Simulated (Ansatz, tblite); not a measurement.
Spin states of the cluster Ge2H⁻, each relaxed with PBE-D4/def2-TZVPD in Ansatz. Electronic energies in the gas phase.

The xTB rows come from tblite. LC-ωPBE has ω = 0.4 bohr⁻¹. Correlated methods freeze 18 core orbitals; core or outer-core shells of Ge are correlated, in sets that lack core-valence functions. HOMO above LUMO, or a gap near zero within one spin, warns that the state may not be the lowest or that an electron is smeared out. The structure comes from a short search, and lower isomers may exist.

Singlet geometry (C∞v within 0.1 Å):

```xyz
3

Ge    0.1674   -0.0977   -0.0643
Ge   -1.6022    0.9457    0.7039
H     1.4348   -0.8480   -0.6396
```

Triplet geometry (Cs within 0.1 Å):

```xyz
3

Ge   -0.723    0.348    0.061
Ge    1.443    0.818   -0.748
H    -0.719   -1.167    0.687
```

Quintet geometry (Cs within 0.1 Å):

```
atom   x (Å)   y (Å)   z (Å)
 Ge1  -0.895   0.062  -0.210
 Ge2   0.910  -0.591   1.711
  H3  -0.014   0.529  -1.501
```

⟨S²⟩: triplet 2.01 at PBE0-D4/def2-TZVPD (pure 2.00), quintet 6.01 at PBE0-D4/def2-TZVPD (pure 6.00).

Run but left out: HF/def2-TZVPD, HF/def2-TZVPPD (singlet: restricted singlet, unstable towards broken spin symmetry); MP2/def2-TZVPD, MP2/def2-TZVPPD (triplet: ⟨S²⟩ 2.26, where a pure state has 2.00).

Only these spin states were relaxed.

```csv
level,triplet − singlet (kcal/mol),quintet − singlet (kcal/mol),lowest of these,remarks
GFN2-xTB,12.2,60.8,singlet,–
PBE-D4/def2-TZVPD,17.1,38.0,singlet,"HOMO above zero (quintet), HOMO above zero (singlet), HOMO above zero (triplet)"
ωB97X-V/def2-TZVPD,11.1,33.9,singlet,–
CCSD(T)/def2-TZVPPD,20.7,38.8,singlet,"restricted SCF unstable (singlet), spin-contaminated (⟨S²⟩ 2.26) (triplet)"
```

Q: Estimate the rows for GFN1-xTB, LDA (SPW92)/def2-TZVPD, PBE0-D4/def2-TZVPD, LC-ωPBE/def2-TZVPD.

A: 
```
                 level  triplet − singlet (kcal/mol)  quintet − singlet (kcal/mol)  lowest of these                                                                                                                   remarks
              GFN1-xTB                          37.7                          89.7          singlet                                                                                                                         –
LDA (SPW92)/def2-TZVPD                          23.2                          50.6          singlet  HOMO above zero (quintet), HOMO above zero (singlet), HOMO above zero (triplet), gap within one spin near zero (triplet)
    PBE0-D4/def2-TZVPD                          13.4                          31.9          singlet                                                                      HOMO above zero (quintet), HOMO above zero (triplet)
    LC-ωPBE/def2-TZVPD                           5.8                          21.9          singlet                                                                                                                         –
```

The xTB methods have no term that favours high spin, so they put low spin too low.
